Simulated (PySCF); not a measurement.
Br³⁰⁺: ionisation energy

Br³⁰⁺ [He] 2s2 2p1 [2p1/2^1, M_J = 1/2] → Br³¹⁺ [He] 2s2, as a difference of total energies. Computed with PySCF 2.14 in an even-tempered Gaussian basis (17 s from 11 bohr⁻², ratio 2.4; 12 p from 14 bohr⁻², ratio 2.4; 5 d from 48 bohr⁻², ratio 2.6; 4 f from 72 bohr⁻², ratio 2.6), with the two-component X2C-1e Hamiltonian. Correlated levels: nothing frozen; the 34 highest virtual spinors dropped. "Screened" scales the spin-orbit matrix elements by Boettger's factors to mimic the two-electron term; Breit and QED terms are absent.

| method | ionisation energy (eV) |
| --- | --- |
| GHF (spin-free) | 3491.2 |
| GMP2 (spin-free) | 3490.4 |
| GHF (screened spin-orbit) | 3529.0 |
| GMP2 (screened spin-orbit) | 3528.0 |

For this ion Breit and QED terms and the two-electron picture change, all absent here, outweigh the correlation shift from GHF to GMP2.

The spin-free rows lack the spin-orbit shift.

For comparison: 3523.1 ± 2.2 eV (semi-empirical (NIST evaluation); NIST Atomic Spectra Database, ionization energies).
